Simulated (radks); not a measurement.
The numbers below are computed, except where a source is named.
Species: Hf3+. Configuration: [Xe] 4f14 5d1 (the NIST ground configuration).

Level of theory: Dirac Kohn-Sham, LDA (Slater exchange, Perdew-Wang correlation), spin-unpolarised, spherical densities, point nucleus; open shells are shared between the two j in proportion to 2j + 1 (a radial shooting solver on a logarithmic mesh with Libxc functionals).

Energy parts (hartree):
| part | energy |
|---|---|
| total | -15086.9927 |
| kinetic | 16875.6719 |
| electron-nucleus | -37515.7972 |
| Hartree | 5852.9647 |
| exchange-correlation | -299.8322 |

Orbitals (lengths in bohr, moments of r in powers of bohr):
orbital  occ.  eigenvalue (hartree)      <r>  small-component weight
1s1/2       2             -2395.056  0.01900                7.33e-02
2s1/2       2             -410.2200  0.07981                1.65e-02
2p1/2       2             -391.9467  0.06614                1.66e-02
2p3/2       4             -348.1917  0.07387                1.51e-02
3s1/2       2             -94.22205   0.2084                5.40e-03
3p1/2       2             -86.10738   0.1982                5.35e-03
3p3/2       4             -76.73309   0.2126                4.91e-03
3d3/2       4             -62.95708   0.1864                4.80e-03
3d5/2       6             -60.91086   0.1908                4.68e-03
4s1/2       2             -19.76320   0.4684                1.77e-03
4p1/2       2             -16.44026   0.4747                1.68e-03
4p3/2       4             -14.28703   0.5079                1.51e-03
4d3/2       4              -8.81738   0.5288                1.32e-03
4d5/2       6              -8.42310   0.5404                1.27e-03
5s1/2       2              -3.46911    1.131                3.76e-04
5p1/2       2              -2.51852    1.253                3.05e-04
5p3/2       4              -2.22315    1.355                2.62e-04
4f5/2       6              -1.66880   0.6670                8.47e-04
4f7/2       8              -1.60440   0.6791                8.26e-04
5d3/2     0.4              -1.02270    1.904                1.29e-04
5d5/2     0.6              -0.99677    1.950                1.23e-04

The highest occupied level is 5d5/2 at -27.124 eV. The density falls to 0.001 e/bohr^3 at r = 3.28 bohr. Summed over all electrons, <r^2> = 33.64 bohr^2, which gives a Langevin (diamagnetic) susceptibility term of -26.6 x 10^-6 cm^3/mol.
